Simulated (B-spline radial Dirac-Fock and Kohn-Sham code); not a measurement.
Anomalous scattering factors of Se, 6.9303 keV to 76.72 keV

The computed values come from a radial finite-basis atomic code: the dispersion relation over Dirac-Hartree-Slater subshell photoionisation cross sections, with the Kissel-Pratt high-energy constant (isolated atom, no bound-bound lines or fine structure). The forward scattering factor is f₀ + f′ + i f″.

Edges near this range: K 12658.0 eV.

```csv
hν (eV),λ (Å),f′ (e),f″ (e),tabulated f′,tabulated f″
6930.3,1.789,-0.519,1.528,-0.53,1.47
8047.8,1.541,-0.775,1.173,-0.78,1.13
8376,1.480,-0.853,1.092,-0.86,1.06
9251.7,1.340,-1.075,0.914,-1.08,0.88
10130,1.224,-1.340,0.776,-1.35,0.74
11330,1.094,-1.891,0.634,-1.92,0.60
12000,1.033,-2.509,0.571,-2.58,0.53
13490,0.9191,-1.849,3.427,-1.82,3.37
15000,0.8266,-0.712,2.891,-0.71,2.83
17479.3,0.7093,-0.080,2.246,-0.08,2.22
22162.9,0.5594,0.250,1.497,0.24,1.48
24209.8,0.5121,0.289,1.282,0.28,1.27
30000,0.4133,?,?,?,?
31890,0.3888,0.286,0.781,0.28,0.77
31910,0.3885,0.286,0.780,0.28,0.76
40000,0.3100,0.225,0.513,0.22,0.50
68210,0.1818,0.067,0.183,0.06,0.18
76720,0.1616,0.039,0.145,0.03,0.14
```

Task: What are f′ and f″ at 30000 eV?

Result: f′ = 0.297 and f″ = 0.873 electrons (tables: 0.29 and 0.86). By the optical theorem f″ corresponds to a photoabsorption cross section 2 rₑ λ f″ = 2030 b.

Tabulated f′: xraylib 4.2 anomalous scattering factors (Cullen et al., EPDL97); f″: Chantler's tables (J. Phys. Chem. Ref. Data 1995 and 2000). Both are theoretical tables.
